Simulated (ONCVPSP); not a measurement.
# vanadium (V), ONCV: configuration errors across variants

vanadium, optimised norm-conserving Vanderbilt (ONCV), made with ONCVPSP 4.0.1 (PBE, scalar-relativistic). Core [Ne], reference 3s2 3p6 3d3 4s2. Waves: 3s+4s: rc 1.25 bohr, ncon 4, nbas 8, qcut 7.7 1/bohr, 2 projectors; 3p: rc 1.15 bohr, ncon 5, nbas 9, qcut 9.9 1/bohr, 2 projectors, debl 1.9 Ha; 3d: rc 1.35 bohr, ncon 3, nbas 7, qcut 12.5 1/bohr, 2 projectors, debl 2.1 Ha. Local part: polynomial inside 0.95 bohr (lpopt 5, dvloc0 0 Ha). Core correction: none.

All-electron excitation energies from the reference (eV): (1) 3s2 3p6 3d3 4s1 7.735; (2) 3s2 3p6 3d3 4s0 22.031; (3) 3s2 3p6 3d2 4s0 50.928; (4) 3s2 3p6 3d2 4s2 10.975.

Errors AE − PS in meV (a dash: test not solved or not reliable):

| change | (1) | (2) | (3) | (4) | bound ghosts | GHOST(+) flags above zero |
| --- | --- | --- | --- | --- | --- | --- |
| base | -0.2 | +0.2 | +6.2 | +14 | none | none |
| s: qcut 4.5 | -0.2 | +0.5 | +4.3 | +15 | none | s |
| s: qcut 5.3 | -0.1 | +0.5 | +4.6 | +15 | none | s |
| s: qcut 6.5 | -0.2 | +0.5 | +5.4 | +15 | none | none |
| s: qcut 7.2 | -0.2 | +0.3 | +5.9 | +14 | none | none |
| s: qcut 7.9 | -0.2 | +0.1 | +6.3 | +14 | none | none |
| s: qcut 8.7 | -0.3 | -0.1 | +6.7 | +13 | none | s |
| s: qcut 10 | -0.3 | -0.3 | +7.3 | +13 | none | s |
| s: qcut 10.5 | -0.3 | -0.4 | +7.4 | +12 | none | none |

(1) Give the same row for: s: qcut 11.3.

Results:

(1) -0.3, -0.4, +7.6, +12; bound ghosts: none; GHOST(+) flags above zero: none.
